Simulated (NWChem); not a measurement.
Everything below was run with NWChem. System: Se (+1), charge 1, spin multiplicity 4. Its SCF solution wasn't tested for a lower state. Level: UB3LYP/STO-3G, VWN1-RPA local correlation.

Part of the output:

```
             Northwest Computational Chemistry Package (NWChem) 7.3.0
             --------------------------------------------------------

                                NWChem Input Module
                                -------------------

 Scaling coordinates for geometry "geometry" by  1.889725989
 (inverse scale =  0.529177249)

                             Geometry "geometry" -> ""
                             -------------------------

 Output coordinates in angstroms (scale by  1.889725989 to convert to a.u.)

  No.       Tag          Charge          X              Y              Z
 ---- ---------------- ---------- -------------- -------------- --------------
    1 Se                  34.0000     0.00000000     0.00000000     0.00000000

 Effective nuclear repulsion energy (a.u.)       0.0000000000

            Nuclear Dipole moment (a.u.)
            ----------------------------
        X                 Y               Z
 ---------------- ---------------- ----------------
     0.0000000000     0.0000000000     0.0000000000

      Symmetry information
      --------------------

 Group name             D2h
 Group number             26
 Group order               8
 No. of unique centers     1

      Symmetry unique atoms

     1


 Summary of "ao basis" -> "" (spherical)
 ------------------------------------------------------------------------------
       Tag                 Description            Shells   Functions and Types
 ---------------- ------------------------------  ------  ---------------------
 *                           sto-3g                   on all atoms

                                 NWChem DFT Module
                                 -----------------

 Summary of "ao basis" -> "ao basis" (spherical)
 ------------------------------------------------------------------------------
       Tag                 Description            Shells   Functions and Types
 ---------------- ------------------------------  ------  ---------------------
 Se                          sto-3g                  8       18   4s3p1d

 Summary of "ao basis" -> "ao basis" (spherical)
 ------------------------------------------------------------------------------
       Tag                 Description            Shells   Functions and Types
 ---------------- ------------------------------  ------  ---------------------
 Se                          sto-3g                  8       18   4s3p1d

      Symmetry analysis of basis
      --------------------------

        ag          6
        au          0
        b1g         1
        b1u         3
        b2g         1
        b2u         3
        b3g         1
        b3u         3

            General Information
            -------------------
          SCF calculation type: DFT
          Wavefunction type:  spin polarized.
          No. of atoms     :     1
          No. of electrons :    33
           Alpha electrons :    18
            Beta electrons :    15
          Charge           :     1
          Spin multiplicity:     4
          Use of symmetry is: on ; symmetry adaption is: on
          Maximum number of iterations: 100
          AO basis - number of functions:    18
                     number of shells:     8
          Convergence on energy requested:  1.00D-06
          Convergence on density requested:  1.00D-05
          Convergence on gradient requested:  5.00D-04

              XC Information
              --------------
                         B3LYP Method XC Potential
                     Hartree-Fock (Exact) Exchange  0.200
                        Slater Exchange Functional  0.800 local
                    Becke 1988 Exchange Functional  0.720 non-local
              Lee-Yang-Parr Correlation Functional  0.810
                  VWN I RPA Correlation Functional  0.190 local

             Grid Information
             ----------------
          Grid used for XC integration:  medium
          Radial quadrature: Mura-Knowles
          Angular quadrature: Lebedev.
          Tag              B.-S. Rad. Rad. Pts. Rad. Cut. Ang. Pts.
          ---              ---------- --------- --------- ---------
          Se                  1.15      112           4.0       590
[...]
     6 b2u         7 b3g         8 b3u

  Orbital symmetries:

     1 ag          2 ag          3 b2u         4 b3u         5 b1u
     6 ag          7 b2u         8 b1u         9 b3u        10 b1g
    11 b3g        12 b2g        13 ag         14 ag         15 ag
    16 b3u        17 b2u        18 b1u

------------------------------------------------------------
EAF file 0: "./mol.aoints.0" size=524288 bytes
------------------------------------------------------------
               write      read    awrite     aread      wait
               -----      ----    ------     -----      ----
     calls:        1         0         0         0         0
   data(b): 5.24e+05  0.00e+00  0.00e+00  0.00e+00
   time(s): 0.00e+00  0.00e+00  0.00e+00  0.00e+00  0.00e+00
rate(mb/s): 0.00e+00  0.00e+00
------------------------------------------------------------

 !! scf_movecs_sym_adapt:   14 vectors were symmetry contaminated

  Symmetry fudging

 !! scf_movecs_sym_adapt:   14 vectors were symmetry contaminated

 !! scf_movecs_sym_adapt:   14 vectors were symmetry contaminated

  Symmetry fudging

 !! scf_movecs_sym_adapt:   14 vectors were symmetry contaminated

   convergence    iter        energy       DeltaE   RMS-Dens  Diis-err    time
 ---------------- ----- ----------------- --------- --------- ---------  ------
 d= 0,ls=0.0,diis     1  -2374.4860905757 -2.37D+03  7.68D-17  1.56D-26     0.1
                                                     4.98D-03  1.46D-01

 !! scf_movecs_sym_adapt:   10 vectors were symmetry contaminated

  Symmetry fudging

 !! scf_movecs_sym_adapt:   10 vectors were symmetry contaminated

 !! scf_movecs_sym_adapt:   10 vectors were symmetry contaminated

  Symmetry fudging

 !! scf_movecs_sym_adapt:    6 vectors were symmetry contaminated

 d= 0,ls=0.5,diis     2  -2374.4993415267 -1.33D-02  7.83D-17  3.47D-26     0.2
                                                     1.16D-05  2.02D-06

 !! scf_movecs_sym_adapt:   10 vectors were symmetry contaminated

  Symmetry fudging

 !! scf_movecs_sym_adapt:    8 vectors were symmetry contaminated

 !! scf_movecs_sym_adapt:   10 vectors were symmetry contaminated

  Symmetry fudging

 !! scf_movecs_sym_adapt:    8 vectors were symmetry contaminated

 d= 0,ls=0.5,diis     3  -2374.4993418776 -3.51D-07  6.65D-17  2.98D-26     0.2
                                                     1.04D-06  7.44D-09

         Total DFT energy =    -2374.499341878318
      One electron energy =    -3308.088815141551
           Coulomb energy =     1020.983097577714
    Exchange-Corr. energy =      -87.393624314481
 Nuclear repulsion energy =        0.000000000000

 Numeric. integr. density =       33.000000161926

     Total iterative time =      0.1s

                  Occupations of the irreducible representations
                  ----------------------------------------------

                     irrep           alpha         beta
                     --------     --------     --------
                     ag                6.0          6.0
                     au                0.0          0.0
                     b1g               1.0          1.0
                     b1u               3.0          2.0
                     b2g               1.0          1.0
                     b2u               3.0          2.0
                     b3g               1.0          1.0
                     b3u               3.0          2.0

                    DFT Final Alpha Molecular Orbital Analysis
                    ------------------------------------------

 Vector   16  Occ=1.000000D+00  E=-6.163155D-01  Symmetry=b2u
              MO Center= -5.5D-44, -1.1D-19,  1.4D-44, r^2= 1.3D+00
   Bfn.  Coefficient  Atom+Function         Bfn.  Coefficient  Atom+Function
  ----- ------------  ---------------      ----- ------------  ---------------
    12      1.023411  1 Se py                 8     -0.300687  1 Se py
     4      0.098189  1 Se py

 Vector   17  Occ=1.000000D+00  E=-6.163155D-01  Symmetry=b3u
              MO Center= -1.0D-19, -6.9D-44,  1.9D-44, r^2= 1.3D+00
   Bfn.  Coefficient  Atom+Function         Bfn.  Coefficient  Atom+Function
  ----- ------------  ---------------      ----- ------------  ---------------
    11      1.023411  1 Se px                 7     -0.300687  1 Se px
     3      0.098189  1 Se px

 Vector   18  Occ=1.000000D+00  E=-6.163155D-01  Symmetry=b1u
              MO Center= -4.8D-44, -4.6D-44, -5.5D-19, r^2= 1.3D+00
   Bfn.  Coefficient  Atom+Function         Bfn.  Coefficient  Atom+Function
  ----- ------------  ---------------      ----- ------------  ---------------
    13      1.023411  1 Se pz                 9     -0.300687  1 Se pz
     5      0.098189  1 Se pz

                     DFT Final Beta Molecular Orbital Analysis
                     -----------------------------------------

 Vector   13  Occ=1.000000D+00  E=-1.596381D+00  Symmetry=b1g
              MO Center=  1.5D-30,  1.5D-30, -1.8D-39, r^2= 1.0D-01
   Bfn.  Coefficient  Atom+Function         Bfn.  Coefficient  Atom+Function
  ----- ------------  ---------------      ----- ------------  ---------------
    14      1.000000  1 Se d -2

 Vector   14  Occ=1.000000D+00  E=-1.596381D+00  Symmetry=ag
              MO Center= -7.6D-34, -5.5D-34, -4.4D-42, r^2= 1.0D-01
   Bfn.  Coefficient  Atom+Function         Bfn.  Coefficient  Atom+Function
  ----- ------------  ---------------      ----- ------------  ---------------
    18      1.000000  1 Se d  2

 Vector   15  Occ=1.000000D+00  E=-8.493174D-01  Symmetry=ag
              MO Center=  1.2D-23,  1.5D-21, -2.9D-22, r^2= 1.3D+00
   Bfn.  Coefficient  Atom+Function         Bfn.  Coefficient  Atom+Function
  ----- ------------  ---------------      ----- ------------  ---------------
    10      1.021092  1 Se s                  6     -0.260273  1 Se s
     2      0.113019  1 Se s                  1     -0.037940  1 Se s

 Vector   16  Occ=0.000000D+00  E=-4.405677D-01  Symmetry=b2u
              MO Center= -1.1D-45, -3.5D-21,  3.2D-46, r^2= 1.3D+00
   Bfn.  Coefficient  Atom+Function         Bfn.  Coefficient  Atom+Function
  ----- ------------  ---------------      ----- ------------  ---------------
    12      1.023456  1 Se py                 8     -0.299852  1 Se py
     4      0.097868  1 Se py

 Vector   17  Occ=0.000000D+00  E=-4.405677D-01  Symmetry=b3u
              MO Center= -2.0D-21, -6.6D-46,  4.7D-46, r^2= 1.3D+00
   Bfn.  Coefficient  Atom+Function         Bfn.  Coefficient  Atom+Function
  ----- ------------  ---------------      ----- ------------  ---------------
    11      1.023456  1 Se px                 7     -0.299852  1 Se px
     3      0.097868  1 Se px

 Vector   18  Occ=0.000000D+00  E=-4.405677D-01  Symmetry=b1u
              MO Center= -1.5D-35, -3.8D-36,  1.0D-20, r^2= 1.3D+00
   Bfn.  Coefficient  Atom+Function         Bfn.  Coefficient  Atom+Function
  ----- ------------  ---------------      ----- ------------  ---------------
    13      1.023456  1 Se pz                 9     -0.299852  1 Se pz
     5      0.097868  1 Se pz

   alpha - beta orbital overlaps
   -----------------------------

   alpha      1      2      3      4      5      6      7      8      9     10
    beta      1      2      3      5      4      6      7      9      8     10
 overlap   1.000  1.000  1.000  1.000  1.000  1.000  1.000  1.000  1.000  1.000

   alpha     11     12     13     14     15     16     17     18
    beta     12     11     13     14     15     16     17     18
 overlap   1.000  1.000  1.000  1.000  1.000  1.000  1.000  1.000

     --------------------------
     Expectation value of S2:
     --------------------------
      <S2> =      3.7500 (Exact =     3.7500)

 Task  times  cpu:        0.2s     wall:        0.2s

 Total times  cpu:        0.2s     wall:        0.2s
```

Task: Write an NWChem input that would produce this output.

Result: Several could match; the one computed here: 
```
start mol
memory heap 200 mb stack 900 mb global 1100 mb
charge 1
geometry units angstroms nocenter noautoz
  Se     0.000000     0.000000     0.000000
  symmetry group D2h
end
basis spherical
  * library sto-3g
end
dft
  xc b3lyp
  odft
  mult 4
  semidirect memsize 60000000 filesize 0
  iterations 100
end
task dft energy
```
